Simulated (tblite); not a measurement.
Compound: C5H12O2Si.
Atom-mapped SMILES: `[CH3:1][C@@:2]1([O:3][SiH3:4])[CH2:5][CH2:6][O:7][CH2:8]1` (hydrogens: H9, H10, H11 on C1; H12, H13, H14 on Si4; H15, H16 on C5; H17, H18 on C6; H19, H20 on C8)

Geometry (GFN2-xTB, Å), atoms numbered from 1 in this order:
```
atom  x, y, z in Å
C1     0.3803    1.3009   -1.0472
C2    -0.0158    0.2357   -0.0295
O3     0.9891    0.0480    0.9225
Si4    2.5533   -0.3424    0.8049
C5    -1.3392    0.5953    0.6886
C6    -2.2995   -0.5326    0.2840
O7    -1.7698   -1.0860   -0.9029
C8    -0.3771   -1.0958   -0.7331
H9     1.2849    0.9953   -1.5681
H10   -0.4202    1.4328   -1.7704
H11    0.5721    2.2435   -0.5390
H12    2.8453   -0.5262    2.2174
H13    3.3468    0.7317    0.1995
H14    2.7600   -1.5554    0.0067
H15   -1.1793    0.6270    1.7643
H16   -1.7073    1.5646    0.3576
H17   -3.3107   -0.1894    0.0657
H18   -2.3385   -1.3026    1.0680
H19    0.0879   -1.2079   -1.7119
H20   -0.0674   -1.9259   -0.0803
```

All values are computed: GFN2-xTB (tblite) harmonic vibrations without scaling, gas phase. Against measured fundamentals such values can be off by several per cent, at times by over 20. Modes of hydrogen on silicon can be 10 to 20 % off. One conformer, not necessarily the lowest.

Harmonic wavenumbers (cm⁻¹): 39.3, 52.5, 122.7, 158.6, 228.3, 265.6, 321.4, 350.1, 392.4, 438.7, 550.7, 613.4, 648.2, 659.7, 752.4, 765.6, 812.1, 839.1, 843.2, 870.4, 947.9, 960.6, 984.2, 1006.0, 1031.2, 1064.7, 1103.2, 1128.2, 1161.3, 1179.9, 1200.6, 1228.5, 1245.1, 1286.6, 1303.0, 1313.4, 1392.4, 1461.0, 1466.3, 1479.5, 1485.1, 1494.5, 2206.0, 2239.2, 2339.3, 2869.0, 2871.9, 2995.6, 3003.8, 3012.9, 3027.0, 3031.3, 3034.5, 3042.7.

A = 3330, B = 1066, C = 1038 MHz; mass 132.061 u (most abundant isotopes); point group C1, symmetry number 1.

**Question.** Zero-point energy?

**Answer.** ½Σν̃ = 35160 cm⁻¹ = 100.53 kcal/mol.

**Question.** Give the ideal-gas entropy at 500 K and 1 bar in the rigid-rotor, harmonic-oscillator model (classical rotation).

**Answer.** Translation 43.14, rotation 30.40, vibration 48.06: S = 121.6 cal/(mol K).

**Question.** And Cp and H(500 K) − H(0)?

**Answer.** Cp = 58.66 cal/(mol K), of which vibrations give 50.71 (their classical limit is 54 R = 107.3); H(500 K) − H(0) = 16.50 kcal/mol without the zero-point energy, 12.52 from vibrations.

**Question.** What must be added to the electronic energy to get the Gibbs energy at 500 K and 1 bar?

**Answer.** ZPE + [H(500 K) − H(0)] − T·S = 100.53 + 16.50 − 60.80 = 56.23 kcal/mol.

**Question.** Which modes carry the vibrational entropy at 500 K?

**Answer.** 39.3 cm⁻¹: 6.32; 52.5 cm⁻¹: 5.74; 122.7 cm⁻¹: 4.07; 158.6 cm⁻¹: 3.56; 228.3 cm⁻¹: 2.86; 265.6 cm⁻¹: 2.57 cal/(mol K); the other 48 give 22.94 together.

Hindered rotation and anharmonicity are outside this model. Other conformers, if any are populated, would add a mixing term that is left out. The structure is chiral; the term R ln 2 for an equal mix with its mirror image is left out.
